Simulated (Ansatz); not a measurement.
Job for Ansatz (a first-principles code): R-r2SCAN/def2-TZVPP on aminoborane (SMILES BN), a point of a torsion scan.

Ansatz 0.2 input:
```yaml
crystal:
  periodic: [false, false, false]
  atoms:
    - {symbol: B, position_ang: [0.67565923, -0.05418243, -0.02169986]}
    - {symbol: N, position_ang: [-0.64171906, -0.25928860, -0.38776205]}
    - {symbol: H, position_ang: [1.37534754, -0.98283129, 0.12224308]}
    - {symbol: H, position_ang: [1.11107319, 1.03351083, -0.07015188]}
    - {symbol: H, position_ang: [-1.16303172, -1.08476201, -0.14211575]}
    - {symbol: H, position_ang: [-1.26112206, 0.51139874, -0.58512745]}
basis:
  gaussian:
    orbitals: def2-TZVPP
hamiltonian:
  xc: {name: r2SCAN}
scf: {lower_state_search: off}
```

The head of its log:

```
WARN ansatz: RAYON_NUM_THREADS=1 ignored (pool sized by the plan → 1); use --threads N
Functional definition: r2SCAN
these checks for a lower state are left out or cut short: stability, starts, cluster_reference, orbital_swaps, neighbouring_geometries, increment
integrals: 0.02 GiB planned
560 factors; their error is unknown
mean field: 0.28 GiB planned
mean field evaluation 1: about -2224.6701 eV, gradient 6.0e1 eV
mean field evaluation 2: about -2212.1063 eV, gradient 9.0e1 eV
```

Q: What total energy does the run end on?

A: -82.0128 hartree.
